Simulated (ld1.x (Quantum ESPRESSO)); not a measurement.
## Al (Z = 13): excitation energies, all-electron against TM

```
Element                 : aluminium
Generator               : ld1.x (Quantum ESPRESSO) 7.5
Type                    : norm-conserving Troullier–Martins (Kleinman–Bylander form)
Functional              : PBE
Relativity              : scalar-relativistic
Frozen core             : [Ne]
Valence charge          : 3
Reference configuration : 3s2 3p1
Partial waves           : 3s (bound): rc 1.45 bohr; 3p (bound): rc 1.65 bohr; 3d channel at 0.3 Ry: rc 1.55 bohr
Local potential         : all-electron potential smoothed inside 1.60 bohr (lloc = -2)
Core correction         : none
```

Energies are relative to the spin-unpolarised reference configuration 3s2 3p1; without spin polarisation the order of configurations can differ from experiment.

```csv
valence configuration,charge,ΔE all-electron (eV),error AE − PS (meV)
3s2 3p0,+1,5.761,-0.2
3s1 3p0,+2,24.987,+25
3s2 3p1.3,-0.3,-0.575,0.0
3s1 3p2,0,5.139,+11
3s0 3p3,0,10.451,+57
3s1 3p1,+1,11.571,+13
```

(1) What are ΔE and the potential's error for 3s2 3p0.5?

Levels in the configuration 3s0 3p3:

```csv
level,all-electron (eV),pseudo (eV)
3p,-3.892,-3.881
```

## Answers

(1) ΔE = 2.086 eV all-electron; the error (AE − PS) is 0.0 meV.
